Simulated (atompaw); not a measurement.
Cr: one change to a PAW (atompaw) potential, before and after

Cr, PAW, made with atompaw 4.2.0.5 (PBE, non-relativistic). Core [Ne] 3s2, reference 3p6 3d5 4s0 4p0 (charge +1). Waves: 4s (bound, empty): rc 2.50 bohr; 4s channel at 0.1 Ry: rc 2.50 bohr; 3p (bound): rc 1.40 bohr; 4p (bound, empty): rc 2.50 bohr; 3d (bound): rc 2.50 bohr; 3d channel at -0.25 Ry: rc 2.50 bohr. Local part: troulliermartins scheme with l = 3 at 1 Ry, radius 1.65 bohr. Core correction: smooth core density matched at 2.30 bohr. Augmentation charge: sinc compensation charge, radius 1.80 bohr; PAW radius 2.50 bohr; waves and projectors: custom rrkj vanderbiltortho.

Change: all radii scaled by about 1.25 (s 3.12, p 1.74, d 3.12 bohr); local potential troulliermartins scheme with l = 3 at 1 Ry, radius 2.06 bohr; augmentation sinc compensation charge, radius 2.24 bohr; PAW radius 3.12 bohr; waves and projectors: custom rrkj vanderbiltortho; core correction smooth core density matched at 2.86 bohr.

Cutoffs: the cutoffs (Ry, on a coarse ladder) from which the occupation-weighted sum of valence levels, in a spherical-Bessel basis at the reference potential, stays within 10 and 1 mRy of its value at 400 Ry; they do not see the model core or the augmentation charge, which bear on the density cutoff.

**Question.** What does the change do?

**Answer.** The potential gets softer (40 Ry and 70 Ry → 30 Ry and 45 Ry); both files keep a bound ghost (s). A larger radius leaves more room for a smooth pseudo-wave, so fewer plane waves are needed.

```tsv
quantity	base	changed
cutoff, loose	40 Ry	30 Ry
cutoff, tight	70 Ry	45 Ry
loose cutoff by channel (10 mRy a level)	p 35 Ry, d 12 Ry	p 25 Ry, d 8 Ry
bound ghosts	s	s
lowest overlap eigenvalue by channel	s 0.28, p 0.48, d 0.10	s 0.20, p 0.62, d 0.86
```

 A true bound ghost makes a file unfit for plane-wave use even where its test errors are small: the radial tests pick states by their node count and pass the ghost by. The cutoffs see the waves, projectors and local potential, not the compensation charge or the core.
